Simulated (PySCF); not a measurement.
This script is equivalent to a calculation on Xe³⁺ (xenon, charge +3).

```python
from pyscf import gto, scf, dft, mp, cc
import basis_set_exchange as bse
mol = gto.M(atom="Xe 0 0 0", charge=3, spin=3, symmetry="D2h",
            basis=gto.basis.parse(bse.get_basis("x2c-TZVPPall", elements=["Xe"], fmt="nwchem")),
            nucmod="G")
mf = scf.UHF(mol).sfx2c1e()
mf.irrep_nelec = {'Ag': (9, 9), 'B1g': (2, 2), 'B2g': (2, 2), 'B3g': (2, 2), 'B1u': (4, 3), 'B2u': (4, 3), 'B3u': (4, 3)}
mf.kernel()
```

(1) What total energy does it give?

(2) Which occupied shell lies highest, and where?

(3) What is ⟨S²⟩, and what would a pure spin state give?

Results:

(1) -7441.22554 hartree (calculated).

(2) 5p α, at -43.321 eV.

(3) 3.751, against 3.75.
